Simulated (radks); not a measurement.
Cl7+, configuration [Ne] (the NIST ground configuration).

Calculated with a radial shooting solver on a logarithmic mesh with Libxc functionals: scalar-relativistic Kohn-Sham, LB94 model potential, spin-polarised, spherical densities, finite nucleus; Fermi nuclear charge, rms radius 3.3654 fm.

Energy parts (eV):
part                  energy
kinetic            12244.246
electron-nucleus  -27575.070
Hartree             3857.687
(The LB94 potential has no energy functional, so no total or exchange-correlation energy is given.)

Orbitals (lengths in bohr, moments of r in powers of bohr):
orbital  occ.  eigenvalue (eV)    <r^2>
1s          2        -2944.404  0.01102
2s          2        -402.3223   0.2299
2p          6        -342.6300   0.1983

The highest occupied level is 2p at -342.63 eV. Summed over all electrons, <r^2> = 1.672 bohr^2, which gives a Langevin (diamagnetic) susceptibility term of -1.32 x 10^-6 cm^3/mol. The electron density at the nucleus is 3582 e/bohr^3 (large components only).
